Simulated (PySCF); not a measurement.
PySCF job for Se(OH)(SeH) (H₂OSe₂), SMILES [SeH][Se]O, C-PCM-ωB97X/def2-SVP. Coordinates come from a TPSSh-D3(BJ)/def2-SVP optimisation. One conformer was computed; it need not be the lowest.

```python
import numpy as np
from pyscf import gto, scf, dft
from pyscf.solvent import pcm

mol = gto.M(
    atom='''
    Se    0.96425417   -0.20169747    0.23889333
    O     0.60747714   -1.95986730    0.55925770
    H     0.64235770   -2.40309211   -0.30685380
    Se   -1.07911287    0.70478723   -0.38997903
    H    -1.59697880    0.97697868    0.96970635
    ''',
    basis='def2-SVP',
    charge=0,
    spin=0,
    max_memory=1600,
    verbose=3,
)
mf = dft.RKS(mol, xc='wb97x').density_fit(auxbasis='def2-universal-jkfit')
mf.grids.level = 3
mf.conv_tol = 1e-9
mf.max_cycle = 100
mf.kernel()
res = {}
for name, eps in {'water': 78.355, '2-propanol': 19.264, '1-octanol': 9.8629}.items():
    s = mf.PCM()
    s.with_solvent.method, s.with_solvent.eps, s.with_solvent.lebedev_order = 'C-PCM', eps, 29
    s.kernel(mf.make_rdm1())
    res[name] = (s.e_tot, eps, s.dip_moment(), s.mo_energy, s.converged)
    print(f'{name}: electrostatic solvation free energy {(s.e_tot - mf.e_tot) * 627.509474:.3f} kcal/mol')
```

Log of the run:

```
converged SCF energy = -4878.91654593494

WARN: PCM is an experimental feature. It is still in testing.
Features and APIs may be changed in the future.

converged SCF energy = -4878.92495060313
Dipole moment(X, Y, Z, Debye): -0.22979,  0.38134, -0.96723
water: electrostatic solvation free energy -5.274 kcal/mol

WARN: PCM is an experimental feature. It is still in testing.
Features and APIs may be changed in the future.

converged SCF energy = -4878.92458353177
Dipole moment(X, Y, Z, Debye): -0.22293,  0.37453, -0.96171
2-propanol: electrostatic solvation free energy -5.044 kcal/mol

WARN: PCM is an experimental feature. It is still in testing.
Features and APIs may be changed in the future.

converged SCF energy = -4878.92412408932
Dipole moment(X, Y, Z, Debye): -0.21462,  0.36624, -0.95487
1-octanol: electrostatic solvation free energy -4.755 kcal/mol
```

The calculation finished and met its thresholds.

Cost: around 40 core-seconds (rough).
